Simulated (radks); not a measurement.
Values are calculated unless marked as measured or tabulated.
The mean radii <r> (bohr) of the occupied orbitals of an atom or ion are listed with their occupations. Level of theory: Dirac Kohn-Sham, PBE, spin-unpolarised, spherical densities, point nucleus (a radial shooting solver on a logarithmic mesh with Libxc functionals).

orbital  occ.      <r>
1s1/2       2  0.01966
2s1/2       2  0.08275
2p1/2       2  0.06874
2p3/2       4  0.07624
3s1/2       2   0.2153
3p1/2       2   0.2051
3p3/2       4   0.2188
3d3/2       4   0.1922
3d5/2       6   0.1965
4s1/2       2   0.4557
4p1/2       2   0.4563
4p3/2       4   0.4792
4d3/2     2.8   0.4765
4d5/2     4.2   0.4832

Name the element and its charge. Open shells, if any, are shared by 2j + 1.

Answer. Z = 70, ytterbium, charge +27: Yb27+ in [Kr] 4d7. The 1s radius gives Z: for a bare nucleus <r> = (2 gamma + 1)/(2Z) with gamma = sqrt(1 - (Z/c)^2), 0.01942 bohr for Z = 70, and screening makes it slightly larger (0.01966 here). The occupations add up to 43, and the charge is Z minus that.
